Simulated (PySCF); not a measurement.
Two species compared at the same levels of theory.

First species: C3H12N2Si2.
Geometry (GFN2-xTB, Å), atoms numbered from 1 in this order:
```xyz
19
C3H12N2Si2 angstrom
C     -2.0749    2.1720   -0.8699
C     -1.2058    1.1850   -1.0025
C     -0.6523    0.3714    0.1187
Si    -1.6467   -1.2697    0.2009
N      0.7682    0.1638   -0.0863
Si     1.7789   -0.8633    0.8446
N      3.3487   -0.4966    0.2229
H     -2.4550    2.7182   -1.7162
H     -2.4484    2.4680    0.0972
H     -0.8380    0.9059   -1.9815
H     -0.8342    0.9093    1.0651
H     -1.3769   -1.9496    1.4678
H     -3.0647   -0.9039    0.1383
H     -1.3004   -2.1204   -0.9359
H      1.2141    1.0260   -0.3731
H      1.8900   -0.5858    2.2840
H      1.2921   -2.2349    0.6326
H      3.4683   -0.5288   -0.7772
H      4.1271   -0.9574    0.6632
```

Second species: C3H12N2Si2.
InChI=1S/C3H12N2Si2/c1-5-7-2-6(4)3-7/h5-7H,2-4H2,1H3/t6-,7+

Levels: CAM-B3LYP/def2-SVPD for dipole moment, HOMO energy, LUMO energy, HOMO–LUMO gap, static isotropic polarisability and electronic spatial extent ⟨r²⟩ about the centre of nuclear charge; TDDFT CAM-B3LYP/def2-SVPD for lowest singlet excitation; TDA CAM-B3LYP/def2-SVPD for lowest triplet excitation (Tamm–Dancoff); GFN2-xTB for rotational constant A and rotational constant C. Geometries: GFN2-xTB. Each structure is a single optimised conformer of the isolated species, non-relativistic unless stated. Electronic properties by PySCF.

Dipoles, sizes and rotational constants follow the conformer. The torsions of the flexible species, by atom-mapped SMILES:
- `[CH2:1]=[CH:2][C@@H:3]([SiH3:4])[NH:5][SiH2:6][NH2:7]`: C1–C2–C3–Si4 99°, C2–C3–N5–Si6 -172°, C3–N5–Si6–N7 -173°, H–N7–Si6–N5 -51°, H–N7–Si6–N5 177°
- `[CH3:1][NH:2][Si@H:3]1[CH2:4][Si@@H:5]([NH2:6])[CH2:7]1`: C1–N2–Si3–C4 -179°, H–N6–Si5–C4 161°, H–N6–Si5–C4 -65°

Values for the first species:

```
Dipole moment                                                     : 0.75 D
HOMO energy                                                       : -8.02 eV
LUMO energy                                                       : 0.87 eV
HOMO–LUMO gap                                                     : 8.89 eV
Lowest singlet excitation                                         : 5.88 eV
Lowest triplet excitation (Tamm–Dancoff)                          : 4.24 eV
Static isotropic polarisability                                   : 106.3 au
Electronic spatial extent ⟨r²⟩ about the centre of nuclear charge : 1581 bohr²
Rotational constant A                                             : 2.748 GHz
Rotational constant C                                             : 0.745 GHz
```

(1) Estimate the same properties for the second species, and the change in each.

Answers

(1) 
```
                                                         property       first      second  second less first
                                                    dipole moment      0.75 D      1.57 D            +0.82 D
                                                      HOMO energy    -8.02 eV    -7.84 eV           +0.18 eV
                                                      LUMO energy     0.87 eV     1.16 eV           +0.29 eV
                                                    HOMO–LUMO gap     8.89 eV     9.00 eV           +0.11 eV
                                        lowest singlet excitation     5.88 eV     6.03 eV           +0.15 eV
                         lowest triplet excitation (Tamm–Dancoff)     4.24 eV     5.77 eV           +1.53 eV
                                  static isotropic polarisability    106.3 au    101.1 au            -5.2 au
electronic spatial extent ⟨r²⟩ about the centre of nuclear charge  1581 bohr²  1390 bohr²         -191 bohr²
                                            rotational constant A   2.748 GHz   3.454 GHz         +0.706 GHz
                                            rotational constant C   0.745 GHz   0.952 GHz         +0.207 GHz
```

On the first: No computed singlet falls in the visible range (750 to 380 nm, 1.65 to 3.26 eV); S1 lies 2.62 eV above its blue end. The principal polarisabilities are 89.1, 103.1 and 126.7 au; their mean is the isotropic value.

On the second: S1 lies 2.97 eV below the HOMO–LUMO gap; its leading configuration is HOMO→LUMO+1, weight 0.55. No computed singlet falls in the visible range (750 to 380 nm, 1.65 to 3.26 eV); S1 lies 2.77 eV above its blue end.
